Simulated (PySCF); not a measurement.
## Core-level binding energies of SiH2Me(tBu)

Species: SiH2Me(tBu), C₅H₁₄Si.
Z-matrix (Å and degrees, PBE0-D3(BJ)/def2-SVP geometry), rows numbered from 1:
```
Si
H   1  1.5002
H   1  1.4996  2  107.69
C   1  1.8817  2  109.59  3  -118.98
H   4  1.1009  1  111.08  2   176.85
H   4  1.1007  1  110.63  2    57.15
H   4  1.1010  1  111.19  2   -62.62
C   1  1.9091  2  108.62  3   117.54
C   8  1.5310  1  108.28  2   -60.02
C   8  1.5310  1  109.50  2  -179.76
C   8  1.5309  1  109.53  2    59.64
H   9  1.1048  8  110.53  1   179.84
H   9  1.1018  8  111.81  1   -60.51
H   9  1.1020  8  111.78  1    60.30
H  10  1.1022  8  111.87  1    58.75
H  10  1.1019  8  111.95  1   -62.37
H  10  1.1046  8  110.45  1   178.26
H  11  1.1020  8  112.05  1    61.54
H  11  1.1020  8  111.81  1   -59.56
H  11  1.1048  8  110.45  1  -179.07
```

Computed with delta-SCF UKS SCAN, pcX-2 on the ionised atom, pcseg-1 elsewhere, spin-free X2C in PySCF. These are vertical core ionisation energies against the vacuum level, from separate self-consistent calculations with and without the core hole.

Problem. List the computed XPS lines with their assignment.

Solution. 
| atom(s) | bonded to | level | binding energy (eV) | 2p1/2 (eV) | above the level's lowest (eV) | count |
| --- | --- | --- | --- | --- | --- | --- |
| Si1 | 2 C and 2 H | Si 2p3/2 | 105.98 | 106.60 | 0.00 | 1 |
| Si1 | 2 C and 2 H | Si 1s | 1845.75 | – | 0.00 | 1 |
| C4 | 3 H and Si | C 1s | 290.07 | – | +0.08 | 1 |
| C8 | 3 C and Si | C 1s | 289.99 | – | 0.00 | 1 |
| C9/C10/C11 | C and 3 H | C 1s | 290.34 | – | +0.35 | 3 |

Lowest listed C 1s: C8, bonded to 3 C and Si. Highest, 0.35 eV above it: C9/C10/C11, bonded to C and 3 H. The widest gap between neighbouring values is 0.27 eV, between 290.07 and 290.34 eV.

Problem. What is the longest wavelength that can ionise Si 2p3/2 of Si1 vertically?

Solution. λ = hc/E = 12398.42 eV Å / 105.98 eV = 116.988 Å.

Problem. Which photon energy gives electrons from Si 2p3/2 of Si1 a kinetic energy of 50 eV, and what is their de Broglie wavelength?

Solution. hν = 105.98 + 50 = 155.98 eV, recoil neglected; λ = 12.264 Å/√(E/eV) = 1.73 Å.

One atom of each set of topologically equivalent atoms was ionised and stands for the set; in this conformer not all members are related by symmetry, and their own values weren't computed. 2p3/2 and 2p1/2 are the ΔSCF energy of one spin-free 2p hole plus the eigenvalues of a spin–orbit and ligand-field matrix of the shell. 2p1/2 minus 2p3/2 (ligand field included): Si 0.62 eV. Isolated species at its PBE0-D3(BJ)/def2-SVP geometry, gas phase.

Time: 61 s of wall time; peak memory 0.69 GiB. Hardware: an Arm Neoverse V1 with one thread, on a shared host.
